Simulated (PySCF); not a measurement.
## Correlation energy of Br⁻ (bromine, charge -1)

[Kr], closed-shell 1S. Computed with PySCF 2.14 in aug-cc-pwCVTZ-PP with ECP10MDF (8s7p6d4f1g, 96 functions), with scalar relativity through the core potential. Frozen: 3s2 3p6 3d10; 8 electrons correlated.

```
  level  correlation energy (mhartree)
   CCSD                        -193.49
    (T)                          -8.15
CCSD(T)                        -201.64
```

Diagnostics: T1 = 0.0058, D1 = 0.0090, largest double amplitude 0.030.

Q: Is a single reference adequate?

A: Yes, within this model without spin-orbit coupling: T1 lies below 0.03 and no double amplitude reaches 0.07.
